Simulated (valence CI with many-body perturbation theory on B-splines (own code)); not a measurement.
# Sn XII: magnetic and hyperfine properties of the levels

Calculated by valence CI with perturbative core correlation (CI+MBPT): three valence electrons over a frozen Dirac-Fock core [Kr], a basis of 7 s, 7 p, 8 d, 6 f, 4 g, 1 h functions for each j, with the one-electron correlation potential Σ1 (screened to all orders), the two-electron term Σ2, the three-electron term Σ3, Breit, model QED; selected single and double excitations, second order for the rest, scaled by the run's own slope (own B-spline code, finite nucleus).

No measured levels were compared; by estimate terms of the open shell hold to 2 to 4 % of their energy, and close levels can change places. Excitations out of the core, of the other parity, are not computed and may begin above about 52.5 eV (a cautious bound); beyond it only levels of the ground parity were kept, without lifetimes.

A/g_I is the dipole constant over the nuclear g factor μ/I (μ in nuclear magnetons, uniformly magnetised nucleus), B/Q the quadrupole constant per barn. Both hold the static response of the core; the bare values leave it out. Large factors of s and p1/2 electrons are usually good to 5 to 10 %; those of open d and f shells near neutrality can be off by tens of per cent, and small factors of p3/2, d and f electrons come from cancelling terms and can be off by a factor of two or in sign, in half-filled shells by more. B is blank for J = 1/2, where it vanishes, and for nearly pure S terms. Energies count from the lowest level.

Names give the largest LS component (configuration and term), which can be under half, so a name can repeat, a term be missing and a line seem to break the LS rules; names also repeat where a configuration has a term twice. Letters in brackets count levels of one name in rising energy.

| Level | E (eV) | g | A/g_I (MHz) | A/g_I bare | B/Q (MHz/b) | B/Q bare |
| --- | --- | --- | --- | --- | --- | --- |
| 4d³ ⁴F_3/2 | 0.000 | 0.436 | 3680 | 3110 | -951 | -885 |
| 4d³ ⁴F_5/2 | 0.710 | 1.032 | 1860 | 1840 | -815 | -764 |
| 4d³ ⁴F_7/2 | 1.411 | 1.219 | 1400 | 1560 | -885 | -835 |
| 4d³ ⁴F_9/2 | 2.018 | 1.286 | 1380 | 1600 | -871 | -827 |
| 4d³ ⁴P_3/2 | 2.750 | 1.497 | 1130 | 1560 | -1440 | -1350 |
| 4d³ ⁴P_1/2 | 2.989 | 2.302 | -2830 | -1670 |  |  |
| 4d³ ²G_7/2 | 3.698 | 0.912 | 2240 | 2110 | 1210 | 1130 |
| 4d³ ²H_9/2 | 3.821 | 1.031 | 1950 | 1930 | 2760 | 2570 |
| 4d³ ⁴P_5/2 | 3.971 | 1.578 | 67.1 | 556 | 1990 | 1850 |
| 4d³ ²D_3/2 [a] | 4.601 | 1.155 | 1720 | 1820 | -2060 | -1920 |
| 4d³ ²P_1/2 | 4.905 | 1.033 | -8.26 | -43.2 |  |  |
| 4d³ ²H_11/2 | 5.198 | 1.090 | 1780 | 1820 | 4500 | 4200 |
| 4d³ ²G_9/2 | 5.619 | 1.035 | 1580 | 1560 | 1890 | 1760 |
| 4d³ ²D_5/2 [a] | 5.699 | 1.206 | 1470 | 1620 | -1180 | -1110 |
| 4d³ ²P_3/2 | 6.486 | 1.173 | 1400 | 1510 | 268 | 251 |
| 4d³ ²F_7/2 | 7.131 | 1.136 | 1730 | 1810 | 1240 | 1160 |
| 4d³ ²F_5/2 | 7.169 | 0.882 | 1850 | 1700 | 2440 | 2270 |
| 4d³ ²D_3/2 [b] | 10.962 | 0.801 | 3140 | 2920 | 2660 | 2480 |
| 4d³ ²D_5/2 [b] | 10.970 | 1.184 | 1270 | 1390 | 2300 | 2140 |
| 4d²5s ⁴F_3/2 | 68.535 | 0.423 | -6130 | -5650 | 575 | 540 |
| 4d²5s ⁴F_5/2 | 68.906 | 1.015 | 9930 | 9160 | 552 | 517 |
| 4d²5s ⁴F_7/2 | 69.844 | 1.231 | 7940 | 7450 | 1010 | 933 |
| 4d²5s ²F_5/2 | 70.492 | 0.908 | -1820 | -1530 | 1110 | 1040 |
| 4d²5s ⁴F_9/2 | 70.776 | 1.323 | 7040 | 6680 | 1770 | 1640 |
| 4d²5s ⁴P_1/2 | 71.564 | 2.572 | 39400 | 36700 |  |  |
| 4d²5s ²F_7/2 | 71.806 | 1.121 | -2960 | -2440 | 1960 | 1830 |
| 4d²5s ⁴P_5/2 | 71.885 | 1.389 | 11300 | 10600 | -1470 | -1380 |
| 4d²5s ⁴P_3/2 | 71.963 | 1.500 | 5280 | 5140 | 1350 | 1250 |
| 4d²5s ²D_3/2 | 72.423 | 1.131 | 2430 | 2400 | -850 | -794 |
| 4d²5s ²P_1/2 | 73.061 | 0.770 | -5500 | -5120 |  |  |
| 4d²5s ²D_5/2 | 73.587 | 1.372 | 11300 | 10500 | -1720 | -1600 |
| 4d²5s ²G_9/2 | 73.699 | 1.121 | 7450 | 6930 | 5920 | 5540 |
| 4d²5s ²G_7/2 | 73.778 | 0.915 | -3630 | -3190 | 5190 | 4850 |
| 4d²5s ²P_3/2 | 74.240 | 1.210 | -8020 | -6970 | -1740 | -1630 |
| 4d²5s ²S_1/2 | 79.092 | 1.994 | 51500 | 47200 |  |  |

Take the isotope of mass number 117, with I = 1/2, μ = -0.9995 μN. What is the hyperfine structure of 4d³ ²G_7/2?

From the table A = -4470 MHz. Shifts from the centre of gravity in MHz: F = 3: 10100, F = 4: -7820.
